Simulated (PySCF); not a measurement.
M06-L on B⁻ (boron, charge -1), [He] 2s2 2p2, high-spin 3P determinant. All numbers are calculated (PySCF 2.14, the non-relativistic Hamiltonian (point nucleus), in aug-cc-pVDZ).

```
cycle= 1 E= -24.659776057064  delta_E= -0.00325  |g|= 0.0115  |ddm|= 0.259
cycle= 2 E= -24.6594474405039  delta_E= 0.000329  |g|= 0.0227  |ddm|= 0.137
cycle= 3 E= -24.6601390197639  delta_E= -0.000692  |g|= 0.00276  |ddm|= 0.0762
cycle= 4 E= -24.6601494168113  delta_E= -1.04e-05  |g|= 0.000723  |ddm|= 0.0178
cycle= 5 E= -24.6601506834599  delta_E= -1.27e-06  |g|= 0.000275  |ddm|= 0.00462
cycle= 6 E= -24.6601510694  delta_E= -3.86e-07  |g|= 8.48e-05  |ddm|= 0.00411
cycle= 7 E= -24.6601511007614  delta_E= -3.14e-08  |g|= 2.4e-06  |ddm|= 0.00131
cycle= 8 E= -24.6601511008055  delta_E= -4.4e-11  |g|= 2.97e-07  |ddm|= 5.39e-05
converged SCF energy = -24.6601511008055  <S^2> = 2.0071685  2S+1 = 3.0047752
```

Highest occupied orbital energy: 1.964 eV; ⟨L²⟩ = 2.01; populations by l: s 4.00, p 2.00, d 0.00.

(1) Can this result be used?

Answers

(1) With care. Self-consistency was reached. At M06-L the highest occupied level has a positive energy, so only the finite basis holds that electron; in a semilocal or global hybrid functional this comes from self-interaction and does not mean that the real anion is unbound.
